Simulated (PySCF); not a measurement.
AlH3O3, charge -1, multiplicity 2. Atoms are numbered in the order given.

```xyz
7

Al    -0.0109    -0.0724     0.3312
O     -1.6557     0.3472    -0.2856
H     -2.3374    -0.2811     0.0043
O      1.0162     1.3647     0.0190
H      0.4776     2.1727    -0.0182
O      0.8050    -1.5435    -0.3065
H      0.6771    -2.2973     0.2933
```
Charge -1, spin multiplicity 2.

The structure is a stationary point at PBE-D3(BJ)/def2-SVPD. The multiplicity is an assumed one; other spin states were not compared. The isomer is the one that the SMILES or the coordinates give; other isomers of the formula were not compared. Other conformers were not sampled.

Level of theory: PBE-D3(BJ)/def2-SVPD (PySCF).

Frequencies are harmonic and unscaled.

Computed vibrational spectrum:
| mode | ν (cm⁻¹) | IR (km/mol) | moving atoms (share of kinetic energy) |
|---|---|---|---|
| 1 | 13 | 2.9 | H 65 %, O 32 % |
| 2 | 167 | 36.9 | O 49 %, H 41 %, Al 10 % |
| 3 | 185 | 30.1 | H 77 %, O 16 % |
| 4 | 223 | 14.1 | O 49 %, H 44 % |
| 5 | 234 | 8.9 | Al 43 %, O 39 %, H 19 % |
| 6 | 284 | 47.6 | H 59 %, O 31 %, Al 10 % |
| 7 | 556 | 42.8 | O 86 %, Al 11 % |
| 8 | 651 | 250.2 | H 77 %, O 20 % |
| 9 | 661 | 193.0 | H 58 %, O 34 %, Al 8 % |
| 10 | 688 | 18.6 | H 65 %, O 21 %, Al 14 % |
| 11 | 715 | 86.6 | O 35 %, Al 33 %, H 32 % |
| 12 | 750 | 66.4 | Al 38 %, H 36 %, O 25 % |
| 13 | 3746 | 9.6 | H 94 % |
| 14 | 3752 | 6.2 | H 94 % |
| 15 | 3757 | 5.3 | H 94 % |
